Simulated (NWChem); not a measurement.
## Correlation energy of diantimony (Sb$_{2}$)

SMILES: [Sb]#[Sb]
```xyz
2

Sb     0.0000     0.0000     1.2580
Sb     0.0000     0.0000    -1.2580
```
Charge 0, spin multiplicity 1.

Program: NWChem. Structure: optimised with PBE/def2-SVP with def2 effective core potentials on Sb, a minimum by its harmonic frequencies.

Basis set: def2-SVP. Each correlation energy counts from its own Hartree-Fock reference.

Effective core potentials replace the inner electrons of Sb; spin-orbit coupling is left out. The correlated methods keep 8 core orbitals frozen. Coupled-cluster values serve here as a point of comparison, not as the truth.

Order these methods by the correlation energy they give, lowest first: SCS-MP2, CR-CCSD[T], MP2, CCSD.

CR-CCSD[T] (-252.0 mHa), CCSD (-240.6 mHa), MP2 (-233.8 mHa), SCS-MP2 (-220.3 mHa)
